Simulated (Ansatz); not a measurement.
Species: CH3BO, SMILES `CB=O` (charge 0, multiplicity 1).

Q: Give a relaxed geometry from Ansatz (a quantum-chemistry and plane-wave program) with B3LYP-D3(BJ)/def2-TZVP.

A: the end point of this relaxation (outside a Z-matrix the atoms follow the SMILES, hydrogens last).
Cartesian coordinates (Å) in one orientation:
```xyz
6

C     -0.519     0.006    -0.005
B      1.012    -0.011     0.011
O      2.216    -0.025     0.023
H     -0.903    -0.701    -0.742
H     -0.916    -0.269     0.973
H     -0.889     1.000    -0.259
```
